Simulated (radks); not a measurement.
The numbers below are computed, except where a source is named.
Ce I, 58 electrons, occupied as [Xe] 4f1 6s2 6d1 (not the ground configuration). Level of theory: Dirac Kohn-Sham, revPBE, spin-unpolarised, spherical densities, point nucleus; open shells fill j = l - 1/2 first (a radial shooting solver on a logarithmic mesh with Libxc functionals).

X-ray form factor f0, the Fourier transform of the density (f0(0) = 58):

sin(theta)/lambda (1/angstrom)  f0 (electrons)
0.05                                    55.778
0.1                                     52.808
0.15                                    49.487
0.2                                     46.229
0.25                                    43.111
0.3                                     40.191
0.4                                     35.163
0.5                                     31.133
0.6                                     27.773
0.8                                     22.483
1                                       18.893
1.25                                    15.990
1.5                                     13.763
2                                        9.867
